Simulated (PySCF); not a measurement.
# Electron correlation in Si⁺ (silicon, charge +1)

[Ne] 3s1 3p2, high-spin 4P determinant (an excited configuration). All numbers are calculated (PySCF 2.14, the spin-free X2C one-electron Hamiltonian (Gaussian nucleus), in aug-cc-pCVTZ-DK with one added diffuse shell each of s, p, d, f type (9s8p6d4f, 91 functions)). Frozen: 1s2; 11 electrons correlated.

```tsv
level	correlation energy (mhartree)
CCSD	-298.82
(T)	-1.96
CCSD(T)	-300.78
```

Diagnostics: T1 = 0.0030, D1 = 0.0114, largest double amplitude 0.028.

Is a single reference adequate?

Yes: T1 lies below 0.03 and no double amplitude reaches 0.07.
